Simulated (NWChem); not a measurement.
System: YCl₃; SMILES [Cl][Y]([Cl])[Cl]

```xyz
4

Y      0.0669     0.1958     0.1253
Cl     2.3893    -0.2031    -0.4978
Cl    -0.8354    -0.7891     2.1641
Cl    -1.3528     1.5831    -1.2891
```
Atoms are numbered in this order, from 1.

The geometry was optimised at PBE0/def2-SVP. def2 effective core potentials on Y; no spin-orbit coupling.

### Question
List the 6 lowest vertical singlet excitations from PBE0/def2-SVP with def2 effective core potentials on Y, full TDDFT (NWChem).

### Answer
```
state  energy (eV)  oscillator strength  leading excitation (squared amplitude)
-----  -----------  -------------------  --------------------------------------
S1            4.87                0.000                      HOMO → LUMO (1.00)
S2            5.10                0.003                    HOMO−1 → LUMO (1.00)
S3            5.10                0.003                    HOMO−2 → LUMO (1.00)
S4            5.16                0.062                    HOMO−3 → LUMO (1.00)
S5            5.27                0.000                    HOMO−4 → LUMO (1.00)
S6            5.27                0.000                    HOMO−5 → LUMO (1.00)
```
